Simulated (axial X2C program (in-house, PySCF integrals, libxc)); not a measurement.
## Bond lengths and stretching modes, held linear, of BrAlBr

Calculated with an in-house all-electron X2C program for linear molecules (integrals from PySCF): two-component X2C with atomic mean-field Coulomb and Gaunt terms, Gaussian nuclei, basis Br dyall-av3z, Al dyall-v3z with contracted cores. Spin-free rows use the one-electron spin-free X2C Hamiltonian.

Masses Br 78.918, Al 26.982, Br 78.918 u. States: 2c Ω = 1/2 (beyond evenly filled blocks: ω = 1/2); spin-free M_S = 1/2, Λ = 0 (beyond evenly filled blocks: σα).

MP2, 2c: energies above the lowest point

```tsv
r(Br–Al) (Å)	r(Al–Br) (Å)	E (meV)
2.2757	2.2757	20.49
2.2757	2.3340	8.85
2.2757	2.3923	27.86
2.3340	2.2757	8.85
2.3340	2.3340	0.00
2.3340	2.3923	21.94
2.3340	2.4507	67.81
2.3923	2.2757	27.86
2.3923	2.3340	21.94
2.3923	2.3923	46.90
2.4507	2.3340	67.81
2.4507	2.4507	147.98
```

Problem. Fit a quadratic surface with cubic terms in each bond: where is the minimum, and what are the two stretching wavenumbers?

Solution. At MP2, 2c: bonds 2.321 and 2.321 Å; harmonic stretches 189.4 and 451.7 cm⁻¹; force constants 1.53, 1.53 and coupling 0.14 mdyn/Å.

The other levels and Hamiltonians give:

```
Hamiltonian  level  r(Br–Al) (Å)  r(Al–Br) (Å)  lower stretch (cm⁻¹)  upper stretch (cm⁻¹)
         2c   PBE0         2.331         2.331                 182.5                 429.0
         2c     HF         2.346         2.346                 182.0                 410.3
         2c  B3LYP         2.353         2.353                 174.6                 407.9
  spin-free   PBE0         2.330         2.330                 183.1                 430.1
  spin-free     HF         2.345         2.345                 182.5                 411.5
  spin-free  B3LYP         2.352         2.352                 175.3                 409.4
  spin-free    MP2         2.320         2.320                 189.8                 452.4
```

Each state is one determinant, the lowest of a limited PBE0 search; the stretches come from a fit to these few points and carry an uncertainty of a few per cent. Other orders of the atoms were not compared. MP2 freezes inner shells (threshold -2 hartree). The molecule was held linear; bending was not examined, so a bent shape may lie lower.
